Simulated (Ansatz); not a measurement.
`FCC(F)(C(F)F)C(F)(F)F`, 14 atoms. The species carries charge 0 and has multiplicity 1. Hardware: A = 4 threads of an AMD EPYC 7R13 on a shared host and a share of an NVIDIA H100 80 GB; B = 4 threads of an AMD EPYC 7R13 on a shared host. Correlated methods freeze the cores. Open-shell runs search over several starts.

(1) How many basis functions does each run have, and how long does it take in Ansatz? RHF-CCSD(T)/def2-SVP energy [A]; UHF-MP2/def2-QZVPP energy of the cation [A]; RKS PBE0-D4/def2-TZVP frequencies [A]; UKS ωB97M-V/def2-TZVPP energy of the cation [A]; RKS ωB97M-V/def2-SVP energy [B]; UKS PBE-D4/def2-TZVPP energy of the cation [A]; RKS PBE-D4/def2-TZVPP energy and forces [A]; RKS ωB97M-V/def2-QZVPP energy [A]; UKS B2PLYP (frozen core)/def2-TZVPP energy of the cation [A]; UKS PBE0-D4/def2-TZVPP energy of the cation [A]; UKS ωB97X-V/def2-TZVPP energy of the cation [A]; RKS PBE0-D4/def2-SVP energy [B]. (Estimate.)

Answers

(1) The calculation gave: Other jobs shared the machine, so times are rough.

```json
{"level": "RKS PBE-D4/def2-TZVPP", "job": "energy and forces [A]", "functions": "383", "wall time": "2.4 s", "peak host memory (GiB)": "0.9"}
{"level": "RKS PBE0-D4/def2-SVP", "job": "energy [B]", "functions": "169", "wall time": "2.5 s", "peak host memory (GiB)": "0.67"}
{"level": "RHF-CCSD(T)/def2-SVP", "job": "energy [A]", "functions": "169", "wall time": "4 s", "peak host memory (GiB)": "0.8"}
{"level": "RKS ωB97M-V/def2-QZVPP", "job": "energy [A]", "functions": "717", "wall time": "5.5 s", "peak host memory (GiB)": "1.4"}
{"level": "UKS PBE0-D4/def2-TZVPP", "job": "energy of the cation [A]", "functions": "383", "wall time": "5.5 s", "peak host memory (GiB)": "0.99"}
{"level": "RKS ωB97M-V/def2-SVP", "job": "energy [B]", "functions": "169", "wall time": "7.5 s", "peak host memory (GiB)": "0.83"}
{"level": "UKS ωB97X-V/def2-TZVPP", "job": "energy of the cation [A]", "functions": "383", "wall time": "8.5 s", "peak host memory (GiB)": "1.2"}
{"level": "UKS ωB97M-V/def2-TZVPP", "job": "energy of the cation [A]", "functions": "383", "wall time": "9.5 s", "peak host memory (GiB)": "1.3"}
{"level": "UKS PBE-D4/def2-TZVPP", "job": "energy of the cation [A]", "functions": "383", "wall time": "13 s", "peak host memory (GiB)": "1"}
{"level": "UKS B2PLYP (frozen core)/def2-TZVPP", "job": "energy of the cation [A]", "functions": "383", "wall time": "13 s", "peak host memory (GiB)": "1.9"}
{"level": "UHF-MP2/def2-QZVPP", "job": "energy of the cation [A]", "functions": "717", "wall time": "16 s", "peak host memory (GiB)": "1.5"}
{"level": "RKS PBE0-D4/def2-TZVP", "job": "frequencies [A]", "functions": "359", "wall time": "82 s", "peak host memory (GiB)": "1"}
```
